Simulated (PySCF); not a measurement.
# Diatomics of Pb with the fourth-period p block

CCSD(T) with double-zeta basis sets in PySCF, for the lowest determinant that a PBE0 search found; no spin–orbit coupling. De refers to high-spin ground-configuration atoms.

```csv
M,basis,"reference, frozen orbitals",state (unpaired electrons),Re (Å),ωe (cm⁻¹),De (eV)
Ga,def2-SVP,"UHF, 13","quartet (σ ↑, π ↑↑)",2.745,165,1.79
Ge,def2-SVP,"UHF, 13",triplet (π ↑↑),2.680,203,1.99
Se,def2-SVP,"RHF, 13",singlet (closed shell),2.458,274,3.82
Br,def2-SVP,"UHF, 13",doublet (π ↑),2.652,213,2.94
```

By what factor does the harmonic wavenumber vary along the series?

At CCSD(T) it runs from 165 cm⁻¹ (GaPb) to 274 cm⁻¹ (PbSe), a factor of 1.66.

The state changes along the series, so neighbouring rows are not always alike in their bonding.

Correlated steps freeze 13 core orbitals. Correlated levels converge slowly with the basis: in double zeta they bind strong bonds too weakly, by up to about 1 eV, and carry superposition errors of some tenths. Spin–orbit coupling is left out, which matters for elements this heavy, above all for dissociation energies. Where the molecule has an RHF reference, its open-shell atoms are computed with UHF. The CCSD T1 diagnostic is raised in PbSe, a sign that a single reference may not be enough there. States were picked by a PBE0 search and need not be the measured ground states.
